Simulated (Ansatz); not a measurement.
CH6B2GeS (`SB[B]1[CH2][GeH2]1`), relaxed with RKS PBE-D4/def2-SVP in the Gaussian-basis code of Ansatz from a rough embedded geometry. The force threshold is 0.03 eV/Å; the program also tests the step.

The species carries charge 0 and has multiplicity 1.

Start:

```xyz
11

S     2.906   -1.002    0.147
B     1.138   -1.196    0.628
B     0.056   -0.048    0.140
C    -0.390    1.262   -0.537
Ge   -1.960    0.752    0.133
H     2.697   -1.782   -1.088
H     0.769   -2.121    1.305
H     0.070    2.162   -0.089
H    -0.249    1.159   -1.648
H    -2.790   -0.300   -0.615
H    -2.248    1.114    1.624
```

```
         step  energy (eV)  largest force (eV/Å)  largest move (Å)
            1  -69807.7753                 4.091             0.000
            2  -69808.6298                 1.427             0.195
            3  -69809.1248                 1.048             0.195
            4  -69809.4894                 0.981             0.195
            5  -69809.8049                 1.007             0.195
            6  -69810.0329                 0.871             0.195
            7  -69810.1402                 0.676             0.200
            8  -69810.2671                 0.490             0.194
            9  -69810.3340                 0.818             0.196
           10  -69810.4149                 0.367             0.200
           11  -69810.5142                 0.209             0.200
           12  -69810.5421                 0.873             0.195
           13  -69810.5719                 0.485             0.073
           14  -69810.5904                 0.228             0.200
           15  -69810.6004                 0.118             0.067
           16  -69810.6005                 0.102             0.006
17 (rejected)  -69810.5994                 0.137             0.046
           18  -69810.6021                 0.076             0.023
           19  -69810.6026                 0.024             0.019
```

End:

```xyz
11

S     2.410   -1.813   -0.737
B     1.228   -0.944    0.294
B     0.192    0.168   -0.362
C    -0.244    1.583   -0.444
Ge   -1.789    0.027    0.002
H     2.920   -2.672    0.195
H     1.151   -1.251    1.470
H     0.272    2.380    0.126
H    -0.954    1.996   -1.184
H    -2.916    0.692   -0.834
H    -2.269   -0.165    1.472
```

Run time 30 s (4 threads of an Intel Xeon Platinum 8259CL on a shared host); peak host memory 0.29 GiB.
